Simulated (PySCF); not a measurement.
F₃H₃OSi₂. Atoms are numbered in the order given.

```xyz
9

F      1.4739     0.2670    -1.2913
Si     0.7726     0.2001     0.1443
F      1.7045    -0.6687     1.1072
F      0.7154     1.6889     0.7250
O     -0.6927    -0.4470     0.0492
Si    -2.2916    -0.6263    -0.4059
H     -2.3624    -0.7628    -1.8851
H     -3.0586     0.5694     0.0343
H     -2.8161    -1.8492     0.2525
```

Geometry: B3LYP-D3(BJ)/def2-SVP. The values are those of a single conformer.

Calculation: PBE/def2-TZVP (PySCF).

Isolated molecule, no solvent.

```
Property                                                                                                       Result
---------------------------------------------------------------------------------------------  ----------------------
total energy                                                                                       -955.36395 hartree
highest occupied level                                                                                       -8.25 eV
lowest empty level                                                                                           -1.38 eV
orbital gap                                                                                                   6.88 eV
dipole moment                                                                                                  2.17 D
quadrupole, principal values (traceless, Buckingham form, about the centre of nuclear charge)  -1.86, -1.82, 3.69 D·Å
mean static polarisability                                                                       50.3 bohr³ (7.46 Å³)
polarisability, principal values                                                               47.2, 47.3, 56.5 bohr³
```
